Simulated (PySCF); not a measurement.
CH2N, charge +1, singlet, at a GFN2-xTB geometry; PBE/6-311G** run with PySCF.

PySCF was given this input:
```python
from pyscf import gto, scf, dft

mol = gto.Mole()
mol.atom = '''
    C    -0.00000000   -0.00000000   -0.60033820
    N     0.00000000    0.00000000    0.53266727
    H    -0.00000000   -0.00000000   -1.67488159
    H     0.00000000    0.00000000    1.54823991
'''
mol.basis = '6-311g**'
mol.charge = 1
mol.verbose = 4
mol.build()

mf = dft.RKS(mol)
mf.xc = 'pbe'
mf.kernel()
```

It wrote (shortened):

```
PySCF version 2.14.0

[INPUT] verbose = 4
[INPUT] num. atoms = 4
[INPUT] num. electrons = 14
[INPUT] charge = 1
[INPUT] spin (= nelec alpha-beta = 2S) = 0
[INPUT] symmetry False subgroup None
[INPUT] Mole.unit = angstrom
[INPUT] Symbol           X                Y                Z      unit          X                Y                Z       unit  Magmom
[INPUT]  1 C      0.000000000000   0.000000000000  -0.600338200000 AA    0.000000000000   0.000000000000  -1.134474780114 Bohr   0.0
[INPUT]  2 N      0.000000000000   0.000000000000   0.532667270000 AA    0.000000000000   0.000000000000   1.006595255820 Bohr   0.0
[INPUT]  3 H      0.000000000000   0.000000000000  -1.674881590000 AA    0.000000000000   0.000000000000  -3.165067496176 Bohr   0.0
[INPUT]  4 H      0.000000000000   0.000000000000   1.548239910000 AA    0.000000000000   0.000000000000   2.925749405021 Bohr   0.0

nuclear repulsion = 29.5385226988316
number of shells = 24
number of NR pGTOs = 78
number of NR cGTOs = 48
basis = 6-311g**
ecp = {}

******** <class 'pyscf.dft.rks.RKS'> ********
method = RKS
initial guess = minao
damping factor = 0
level_shift factor = 0
DIIS = <class 'pyscf.scf.diis.CDIIS'>
diis_start_cycle = 1
diis_space = 8
diis_damp = 0
SCF conv_tol = 1e-09
SCF conv_tol_grad = None
SCF max_cycles = 50
direct_scf = True
direct_scf_tol = 1e-13
XC library pyscf.dft.libxc version 7.1.2
    S. Lehtola, C. Steigemann, M. J. T. Oliveira, and M. A. L. Marques,  SoftwareX 7, 1–5 (2018)
XC functionals = pbe
    J. P. Perdew, K. Burke, and M. Ernzerhof,  Phys. Rev. Lett. 77, 3865 (1996)
    J. P. Perdew, K. Burke, and M. Ernzerhof,  Phys. Rev. Lett. 78, 1396 (1997)
    J. P. Perdew, K. Burke, and M. Ernzerhof,  Phys. Rev. Lett. 77, 3865 (1996)
    J. P. Perdew, K. Burke, and M. Ernzerhof,  Phys. Rev. Lett. 78, 1396 (1997)
radial grids:
    Treutler-Ahlrichs [JCP 102, 346 (1995); DOI:10.1063/1.469408] (M4) radial grids

becke partition: Becke, JCP 88, 2547 (1988); DOI:10.1063/1.454033
pruning grids: <function nwchem_prune>
grids dens level: 3
symmetrized grids: False
atomic radii adjust function: <function treutler_atomic_radii_adjust>
small_rho_cutoff = 0
Set gradient conv threshold to 3.16228e-05
Initial guess from minao.
tot grids = 47640
init E= -94.128841057619
  HOMO = -0.402048424470666  LUMO = -0.0706111992838118  gap/eV = 9.01887
cycle= 1 E= -93.6075736086529  delta_E= 0.521  |g|= 0.188  |ddm|= 1.48
  HOMO = -0.663163343548617  LUMO = -0.350522477290355  gap/eV = 8.50739
cycle= 2 E= -93.5940516953176  delta_E= 0.0135  |g|= 0.32  |ddm|= 0.219
  HOMO = -0.675403271399649  LUMO = -0.349011107515666  gap/eV = 8.88158
cycle= 3 E= -93.6095703106447  delta_E= -0.0155  |g|= 0.16  |ddm|= 0.187
  HOMO = -0.670178774385556  LUMO = -0.346230359796494  gap/eV = 8.81509
cycle= 4 E= -93.6151266782965  delta_E= -0.00556  |g|= 0.00663  |ddm|= 0.0667
  HOMO = -0.667534717523284  LUMO = -0.344017093998042  gap/eV = 8.80336
cycle= 5 E= -93.615134098171  delta_E= -7.42e-06  |g|= 0.0036  |ddm|= 0.00586
  HOMO = -0.668284404275482  LUMO = -0.344699016341545  gap/eV = 8.80521
cycle= 6 E= -93.6151371133178  delta_E= -3.02e-06  |g|= 0.00034  |ddm|= 0.0023
  HOMO = -0.668301240281135  LUMO = -0.344704815589991  gap/eV = 8.80551
cycle= 7 E= -93.6151371397825  delta_E= -2.65e-08  |g|= 7.61e-06  |ddm|= 0.000152
  HOMO = -0.668299677684822  LUMO = -0.344703592285709  gap/eV = 8.80550
cycle= 8 E= -93.6151371397954  delta_E= -1.29e-11  |g|= 1.57e-06  |ddm|= 5.98e-06
  HOMO = -0.668299412437545  LUMO = -0.344703197998381  gap/eV = 8.80550
Extra cycle  E= -93.615137139792  delta_E= 3.42e-12  |g|= 4.19e-06  |ddm|= 2.82e-06
converged SCF energy = -93.615137139792
```
